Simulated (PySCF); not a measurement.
AlH₃, SMILES [AlH3].

Geometry optimised at B3LYP-D3(BJ)/def2-TZVPD. The isomer is the one that the SMILES or the coordinates give; other isomers of the formula were not compared.

Two levels are set side by side: TDDFT-PBE/def2-TZVPD (PySCF) and EOM-CCSD/aug-cc-pVDZ (PySCF). Vertical, same geometry; the bases differ. Differences are taken from unrounded values.

```
quantity                                      EOM-CCSD  TDDFT-PBE  TDDFT-PBE minus EOM-CCSD
--------------------------------------------  --------  ---------  ------------------------
lowest singlet excitation (eV)                    5.53       4.88                     -0.65
lowest triplet excitation (TDA for PBE) (eV)      5.16       4.42                     -0.73
```

Functionals without exact exchange tend to place singlet excitations lower, as here. Differences between two approximate levels are no errors against the true value.

Rough cost on one machine, each run with all the roots and properties that it gave: EOM-CCSD against TDDFT-PBE about 3 times.
